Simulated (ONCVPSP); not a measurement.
**Reading a pseudo-wave (chlorine (Cl))**

Columns: radius, all-electron u(r) and pseudo u(r) of the 2s shell (level -252.59 eV) of chlorine in the configuration [He] 2s2 2p6 3s2 3p5; BLYP, scalar-relativistic, ONCV scheme, ONCVPSP 4.0.1.

```csv
r (bohr),all-electron,pseudo
0.038,-0.7173,0.2449
0.075,-0.5858,0.4762
0.113,-0.1432,0.7000
0.150,0.3411,0.8980
0.188,0.7803,1.0762
0.225,1.1110,1.2204
0.263,1.3484,1.3358
0.300,1.4881,1.4140
0.338,1.5557,1.4595
0.375,1.5633,1.4710
0.413,1.5271,1.4519
0.450,1.4621,1.4081
0.488,1.3747,1.3412
0.525,1.2781,1.2603
0.563,1.1731,1.1661
0.600,1.0698,1.0680
0.638,0.9659,0.9655
0.675,0.8690,0.8687
0.713,0.7754,0.7751
0.750,0.6907,0.6905
0.788,0.6108,0.6106
0.825,0.5401,0.5399
0.863,0.4744,0.4743
0.900,0.4171,0.4170
0.938,0.3646,0.3645
0.975,0.3191,0.3190
```

Question: How many radial nodes do the two functions have?

Answer: The all-electron 2s function has n − l − 1 = 1; the pseudo-wave has 0, since the states of the same l below it are removed with the core.

Question: At about which radius was the pseudo-wave matched?

Answer: 0.65 bohr, where the columns begin to agree (steps of 0.04 bohr).

Question: Where does each function peak?

Answer: Outermost all-electron maximum near 0.38 bohr, pseudo maximum near 0.38 bohr (to the table’s step).

Question: Is the pseudo-wave norm-conserving?

Answer: Yes: the ONCV scheme keeps the norm inside the radius equal to the all-electron one, which fixes the energy derivative of the logarithmic derivative at the level.
